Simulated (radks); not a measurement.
All-electron atom: La IX in [Kr] 4d10 5s1 5p1 5d1 (not the ground configuration). All-electron calculation, scalar-relativistic Kohn-Sham, SOGGA, spin-polarised, spherical densities, point nucleus; open shells are filled with parallel spins first (spin-orbit coupling, left out, can overturn this in heavy ions). Program: a radial shooting solver on a logarithmic mesh with Libxc functionals.

Normalised radial functions P(r) = r R(r), r in bohr:

```
   r/bohr * 5p down (the largest magnitude, 0.973, reaches the edge; | marks zero)
 0.001773                             *
 0.002031                             *
 0.002346                             *
 0.002688                             *
 0.003104                             *
 0.003556                             *
 0.004074                             *
 0.004705                             *
  0.00539                             *
 0.006225                             |*
 0.007132                             |*
 0.008171                             |*
 0.009437                             |*
  0.01081                             |*
  0.01249                             | *
  0.01431                             | *
  0.01639                             | *
  0.01893                             |  *
  0.02169                             |   *
  0.02504                             |   *
  0.02869                             |    *
  0.03287                             |     *
  0.03796                             |     *
  0.04349                             |      *
  0.05023                             |      *
  0.05755                             |      *
  0.06593                             |      *
  0.07614                             |    *
  0.08724                             |   *
  0.09995                             | *
   0.1154                            *|
   0.1322                         *   |
   0.1527                      *      |
    0.175                    *        |
   0.2005                   *         |
   0.2315                    *        |
   0.2652                      *      |
   0.3063                           * |
   0.3509                             |  *
   0.4021                             |        *
   0.4643                             |             *
    0.532                             |              *
   0.6144                             |             *
   0.7039                             |       *
   0.8064                             *
   0.9314                    *        |
    1.067           *                 |
    1.232     *                       |
    1.412  *                          |
    1.617   *                         |
    1.868       *                     |
     2.14             *               |
    2.472                   *         |
    2.832                        *    |
    3.244                          *  |
    3.747                            *|
    4.293                             *
    4.957                             *
     5.68                             *
```

5p down (empty): eigenvalue -109.63 eV, 3 radial nodes at r = 0.109, 0.324, 0.812 bohr, <r> = 1.53 bohr, 90 % of the charge inside 2.16 bohr.
